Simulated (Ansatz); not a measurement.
`C[N](C)[Sc]([F])[N](C)C` from Hartree–Fock to CCSD(T)

```tsv
atom	x (Å)	y (Å)	z (Å)
C1	0.2366	2.2091	2.1585
N2	-0.0348	1.4714	0.9467
C3	-0.6477	2.3074	-0.0511
Sc4	0.4492	-0.4539	0.8594
F5	1.2297	-1.2464	2.3597
N6	0.1373	-1.5742	-0.7518
C7	0.5108	-2.9692	-0.7197
C8	-0.4309	-1.2118	-2.0230
H9	0.7027	1.5674	2.9144
H10	0.9183	3.0555	1.9812
H11	-0.6818	2.6243	2.6019
H12	-0.8533	1.7454	-0.9671
H13	-0.0058	3.1588	-0.3267
H14	-1.6045	2.7283	0.2957
H15	-0.3532	-3.6305	-0.8891
H16	0.9431	-3.2390	0.2502
H17	1.2577	-3.2132	-1.4911
H18	-0.7108	-0.1542	-2.0448
H19	0.2742	-1.3802	-2.8522
H20	-1.3369	-1.7948	-2.2511
```

The species carries charge 0 and has multiplicity 1. Correlated methods include outer-core shells of Sc, which these sets cover unevenly. Scalar relativity is left out up to krypton. All single points use the PBE0-D4/def2-TZVP geometry. It is one conformer, not always the lowest. Frozen core, restricted reference, Ansatz.

| basis | HF (Eh) | MP2 corr. |
| --- | --- | --- |
| def2-SVP | -1126.31541 | -1.32793 |
| def2-TZVPP | -1126.83565 | -1.68879 |
| def2-QZVPP | -1126.86670 | -1.82990 |

Question: Estimate the CCSD correlation energy and the (T) correction in each basis where they were run (hartree).

Answer: 
```tsv
basis	CCSD corr.	(T)
def2-SVP	-1.41143	-0.04127
def2-TZVPP	-1.75281	-0.06957
```
